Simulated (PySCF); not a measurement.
## LaC: energy against distance

Set-up: PySCF, spin-free X2C with a Gaussian nucleus, basis sets La x2c-SVPall, C x2c-SVPall. Energies in eV from La (5d1 6s2) + C in their ground configurations at the same level. State: doublet, about 0.1 electrons in the 4f shell (Mulliken).

```csv
R (Å),M06
1.665,-3.431
1.742,-4.128
1.820,-4.513
1.878,-4.650
1.936,-4.687
1.994,-4.645
2.071,-4.494
2.168,-4.202
2.284,-3.771
2.439,-3.190
```

Q: Put a parabola through the three lowest points of the M06 curve and estimate Re, k and ωe (reduced mass 11.05 u; 1 eV/Å² = 0.16022 mdyn/Å; ωe = 1302.8·√(k/μ) cm⁻¹).

A: Through R = 1.878, 1.936, 1.994 Å the second-order coefficient is 11.7 eV/Å², so Re ≈ 1.934 Å, k ≈ 3.76 mdyn/Å and ωe ≈ 760 cm⁻¹. A polynomial fit of higher order to the unrounded M06 energies gives Re = 1.932 Å, k = 3.82 mdyn/Å, ωe = 766 cm⁻¹; anharmonicity and rounding make the difference.

The higher-order fit for each curve: M06: Re = 1.932 Å, ωe = 766 cm⁻¹, De = 4.69 eV.

⟨S²⟩ of the unrestricted solution departs from its pure value on part of the curve, where spin states mix. These are scalar-relativistic numbers at best; spin–orbit coupling would shift them, the dissociation energy most. With d or f electrons several states lie close, and the lowest PBE0 determinant need not be the measured ground state.
